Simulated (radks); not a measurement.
Spherical quantum dot in the effective-mass picture: electrons in a parabolic well V = omega^2 r^2 / 2 with omega = 2.16, with a point charge +1 (a donor) at the centre, all in effective atomic units (hartree* = m*/eps^2 hartree, bohr* = eps/m* bohr), one dielectric constant everywhere. Calculated with a radial shooting solver with Libxc functionals: non-relativistic Kohn-Sham, PBEsol, spin-polarised, spherical densities. Levels are named by radial order and angular momentum (1s, 1p, 1d, 2s, ...), and open shells are averaged over m. Results are scaled to m* = 0.338 and eps = 12.4, for which hartree* = 59.82 meV and bohr* = 1.941 nm.

N = 5, configuration 1s2 1p(up 3, down 0). This is the lowest configuration that the search found. Occupied and some empty levels:

level    occupation  eigenvalue (meV)  <r> (nm)
1s up             1            345.01     1.464
1s down           1            357.73     1.437
1p up             3            475.55     2.068
1p down           0            492.05     2.073
2s up             0            578.86     2.235
2s down           0            589.51     2.263
1d up             0            594.89     2.474
1d down           0            610.64     2.496
1f up             0            715.11     2.810
1f down           0            728.77     2.837

Energy (meV): total 1476.04, kinetic 652.82, external 308.50, Hartree 714.46, exchange-correlation -199.73.

Electron density:

r (nm)  n(r) (e/nm^3)
0.177          0.2558
0.374          0.2134
0.571          0.1813
0.769          0.1565
0.966          0.1360
1.16           0.1179
1.36           0.1008
1.56          0.08424
1.75          0.06823
1.95          0.05328
2.15          0.03981
2.35          0.02852
2.54          0.01941
2.74          0.01257
2.94         0.007790
3.14         0.004576
3.33         0.002576
3.53         0.001375
3.73        0.0007041
3.92        0.0003411
